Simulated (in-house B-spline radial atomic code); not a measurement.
## Ionising the oxygen ion O²⁺ with different functionals

Computed with a radial B-spline atomic code at the basis-set limit: non-relativistic Hamiltonian, point nucleus, spin-polarised at highest spin, spherical fractional occupations for the functionals, and exact exchange of hybrids averaged over the configuration. The ionisation energy is the difference of two self-consistent energies, [He] 2s2 2p2 → [He] 2s2 2p1, without Breit or QED terms; ε is the level of the shell that loses the electron (its least bound occupied spin orbital).

```json
{"method": "PBE0", "rung": "global hybrid", "ΔSCF (eV)": "55.47", "-ε(2p) (eV)": "47.92"}
{"method": "B3LYP", "rung": "global hybrid", "ΔSCF (eV)": "55.65", "-ε(2p) (eV)": "47.45"}
{"method": "TPSSh", "rung": "global hybrid", "ΔSCF (eV)": "?", "-ε(2p) (eV)": "?"}
{"method": "M06-2X", "rung": "global hybrid", "ΔSCF (eV)": "54.98", "-ε(2p) (eV)": "50.56"}
{"method": "BHandHLYP", "rung": "global hybrid", "ΔSCF (eV)": "55.44", "-ε(2p) (eV)": "50.67"}
{"method": "r2SCAN0", "rung": "global hybrid", "ΔSCF (eV)": "?", "-ε(2p) (eV)": "?"}
{"method": "B97-1", "rung": "global hybrid", "ΔSCF (eV)": "55.39", "-ε(2p) (eV)": "47.38"}
{"method": "HSE06", "rung": "range-separated hybrid", "ΔSCF (eV)": "55.49", "-ε(2p) (eV)": "47.51"}
{"method": "wB97X", "rung": "range-separated hybrid", "ΔSCF (eV)": "55.32", "-ε(2p) (eV)": "50.33"}
{"method": "CAM-B3LYP", "rung": "range-separated hybrid", "ΔSCF (eV)": "55.62", "-ε(2p) (eV)": "49.47"}
{"method": "LC-wPBE", "rung": "range-separated hybrid", "ΔSCF (eV)": "55.69", "-ε(2p) (eV)": "50.73"}
```

Q: What does TPSSh give?

A: ΔSCF 55.60 eV, and -ε(2p) = 46.41 eV.

Q: What does r2SCAN0 give?

A: ΔSCF 55.77 eV, and -ε(2p) = 48.41 eV.

Q: Among the functionals, which spreads more, the ΔSCF values or the orbital energies?

A: The orbital energies: ΔSCF values span about 0.79 eV and the orbital energies 4.32 eV; here energy differences depend much less on the functional than eigenvalues do.

Q: How do they compare with the NIST value?

A: NIST lists 54.936 eV (semi-empirical, ground level to ground level). Errors run from +0.05 to +0.84 eV; M06-2X is closest (+0.05 eV), but part of that can be cancellation, since the calculations leave out relativity, Breit-QED terms, multiplet and fine-structure energies.
